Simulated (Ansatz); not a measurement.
```yaml
crystal:
  periodic: [false, false, false]
  atoms:
    - {symbol: C, position_ang: [0.831417, 0.621715, -2.074856]}
    - {symbol: C, position_ang: [-0.131464, 0.682763, -1.158170]}
    - {symbol: Si, position_ang: [-0.695500, -0.819942, -0.238570]}
    - {symbol: F, position_ang: [-2.266891, -1.051681, -0.474232]}
    - {symbol: C, position_ang: [-0.423872, -0.650344, 1.585337]}
    - {symbol: C, position_ang: [0.339071, 0.302776, 2.114790]}
    - {symbol: H, position_ang: [1.183346, 1.499289, -2.610385]}
    - {symbol: H, position_ang: [1.312030, -0.318413, -2.332934]}
    - {symbol: H, position_ang: [-0.581123, 1.650784, -0.941979]}
    - {symbol: H, position_ang: [0.000245, -2.010972, -0.792011]}
    - {symbol: H, position_ang: [-0.889997, -1.370299, 2.257052]}
    - {symbol: H, position_ang: [0.833185, 1.047216, 1.496018]}
    - {symbol: H, position_ang: [0.509953, 0.382408, 3.184839]}
basis:
  gaussian: {orbitals: "6-31++G**", final_grid: {core_spheres: 8, valence_spheres: 7, degree: 23}, nuclear_model: gaussian}
hamiltonian: {xc: {name: SPW92}}
```

```sh
$ ansatz run in.yaml --threads 4 --pin off --events-out ev --progress --plain --max-ram 10444MiB
```

Shortened log:

```
Functional definition: SPW92
1585 factors; their error is unknown
mean field evaluation 1: about -14748.5205 eV, gradient 8.8e1 eV
mean field evaluation 2: about -14715.9625 eV, gradient 1.4e2 eV
mean field evaluation 4: about -14767.4526 eV, gradient 1.4e1 eV
mean field evaluation 8: about -14767.9305 eV, gradient 7.9e-2 eV
mean field evaluation 16: about -14767.8354 eV, gradient 2.1e-4 eV
mean field -14767.83536644 eV, -542.7079397183 hartree, gradient 7.4e-5 eV, S^2 0.000000; 0 other end points of the search recorded, 0 dependent functions left out
reference -14767.83546776 eV, -542.7079434418 hartree; 27, 27 occupied and 133, 133 virtual orbitals, 1585 factors
Total energy: -14767.83546776 eV, -542.7079434418 hartree
```

Run time 0.6 s (4 threads of an Arm Neoverse V2 on a shared host); peak host memory 0.2 GiB.
